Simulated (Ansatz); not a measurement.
Compare A (`BC/C=C(/C)F`) with its isomer B (`C[C@@H](F)[C@@H]1BC1`).

Computed with Ansatz on PBE0-D4/def2-TZVP structures; ΔE is electronic, products minus reactants. CCSD(T)/CBS is the MP2 limit (def2-TZVPP, def2-QZVPP) plus CCSD(T) − MP2 in def2-TZVPP, frozen cores. Functionals use def2-TZVPP. B3LYP here is the variant with VWN-RPA as its local correlation; programs differ in this. One conformer a species, not always the lowest.

A:

Z-matrix (Å, degrees):
```
B
C 1 1.959
C 1 1.563 2 48.7
H 1 1.197 2 105.2 3 117.3
H 1 1.195 2 113.3 3 -109.5
C 2 1.342 1 102.9 3 123.8
H 2 1.082 1 109.4 3 -112.3
H 3 1.086 1 118.4 2 108.9
H 3 1.086 1 117.0 2 -111.0
C 6 1.478 2 127.8 1 120.5
F 6 1.336 2 119.7 1 -62.7
H 10 1.093 6 110.0 2 -123.8
H 10 1.089 6 110.8 2 -3.0
H 10 1.094 6 110.1 2 118.0
```

B:

```xyz
14

C    -0.093   -1.154    1.489
C     0.007    0.232    0.900
F     0.851    0.988    1.712
C     0.521    0.248   -0.511
B     0.333    1.430   -1.458
C    -0.495    0.171   -1.665
H    -0.770   -1.766    0.891
H     0.890   -1.629    1.496
H    -0.470   -1.112    2.513
H    -0.973    0.724    0.935
H     1.427   -0.345   -0.645
H     0.625    2.530   -1.784
H    -1.548    0.199   -1.388
H    -0.303   -0.516   -2.484
```

(1) Which is lower in electronic energy at CCSD(T)/CBS, and by how much? (Best estimate.)

(2) Give E(B) − E(A) in kcal/mol with CCSD/def2-TZVPP, PBE0-D4, B2PLYP, CCSD(T)/def2-TZVPP, r2SCAN-D4, B3LYP-D4, ωB97M-V. (Best estimate.)

Largest T1 diagnostic: 0.011.

## Answers

(1) Computed: A, by 12.8 kcal/mol.

(2) The calculation gave: CCSD/def2-TZVPP 12.2, PBE0-D4 12.5, B2PLYP 13.9, CCSD(T)/def2-TZVPP 13.8, r2SCAN-D4 14.1, B3LYP-D4 14.2, ωB97M-V 12.1. None reverses the order clearly.

From PBE to PBE0 (25 % exact exchange), in def2-TZVPP and without D4, E(B) − E(A) moves by −2.2 kcal/mol. In def2-TZVPP, CCSD(T) changes the Hartree–Fock value by +3.7 kcal/mol (the triples alone add +1.7 kcal/mol) and MP2 by +3.9 kcal/mol.
